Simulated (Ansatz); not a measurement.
This geometry of CH4BClSi (8 atoms, charge 0, multiplicity 1) is a first-order saddle point.

The calculation used RKS PBE-D4/cc-pVDZ (Ansatz).

```xyz
8
Properties=species:S:1:pos:R:3
B -1.158 1.245 -0.072
Si 0.229 -0.007 0.697
C 1.023 -1.219 -0.277
Cl 0.669 -1.428 -1.984
H -2.336 0.950 -0.063
H -0.838 2.318 -0.542
H 0.626 0.064 2.147
H 1.784 -1.923 0.094
```

(1) Which two structures does it join? (They come from a converged band through this point; their orientation in space is the band's.)

(2) How far does it lie above each of them?

Answers

(1) No bond is made or broken. The dihedral H6–B1–Si2–C3 goes from 180 to 0°. The two ends are copies of one structure, up to a mirror image or an exchange of like atoms.

First end point:

```xyz
8
Properties=species:S:1:pos:R:3
B -0.746 1.528 -0.267
Si 0.462 0.190 0.498
C 0.461 -1.516 -0.003
Cl -0.575 -2.209 -1.203
H -1.532 1.177 -1.121
H -0.714 2.682 0.103
H 1.501 0.417 1.563
H 1.142 -2.268 0.431
```

Last end point:

```xyz
8
Properties=species:S:1:pos:R:3
B -0.748 1.527 -0.267
Si 0.461 0.191 0.500
C 0.463 -1.514 -0.003
Cl -0.572 -2.208 -1.204
H -0.719 2.681 0.102
H -1.530 1.173 -1.124
H 1.500 0.417 1.566
H 1.145 -2.268 0.430
```

(2) 0.46 eV above the first and 0.46 eV above the second. This is the barrier of this one path; another mechanism may lie lower.

The run took 2.4 min on 1 thread of Arm Neoverse V1, with other jobs on the host, peak memory 0.12 GiB.
